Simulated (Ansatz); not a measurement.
Program: Ansatz. Geometries: PBE0-D4/def2-TZVP. ΔE: electronic, gas phase. CBS: MP2 limit from def2 TZ/QZ plus the TZ coupled-cluster correction, frozen cores. DFT in def2-TZVPP. HSE06 is defined as in plane-wave codes. For Zn outer-core shells are correlated without core-valence functions, which leaves a few kJ/mol of doubt a bond. Scalar relativity is left out up to krypton. One conformer a species, not always the lowest.

`F[SiH2][AlH2]` + `C[O][Zn][F]` → `F[SiH](F)[AlH2]` + `C[O][ZnH]`  (redistribution)

(1) Is it downhill or uphill in electronic energy at CCSD(T)/CBS, and by how much? (Estimate.)

(2) What do these levels give: r2SCAN0-D4, B2PLYP, PBE, r2SCAN, HSE06, LC-ωPBE, SCS-MP2/def2-TZVPP, CCSD/def2-TZVPP, HF/def2-QZVPP, SCS-MP2/def2-QZVPP, MP2/CBS(def2), CCSD/CBS(def2)? (Estimate.)

Largest T1 diagnostic among the species: 0.017.

## Answers

(1) The calculation gave: Downhill: ΔE = -20.0 kcal/mol.

(2) Computed: r2SCAN0-D4 -22.5, B2PLYP -21.7, PBE -20.5, r2SCAN -21.9, HSE06 -21.1, LC-ωPBE -20.8, SCS-MP2/def2-TZVPP -21.3, CCSD/def2-TZVPP -21.4, HF/def2-QZVPP -20.1, SCS-MP2/def2-QZVPP -20.1, MP2/CBS(def2) -20.5, CCSD/CBS(def2) -19.9 kcal/mol.

From BLYP to BHLYP (50 % exact exchange), in def2-TZVPP and without D4, ΔE moves by −1.5 kcal/mol. Leaving LDA and LC-ωPBE aside and taking each functional with its dispersion term where it has one, the values, not all of them listed here, spread over 2.4 kcal/mol, from ωB97M-V to revPBE-D4. LDA lies −3.2 kcal/mol from PBE without D4. At CCSD(T), def2-SVP lies +3.0 kcal/mol from the extrapolated value and def2-TZVPP −1.5 kcal/mol.
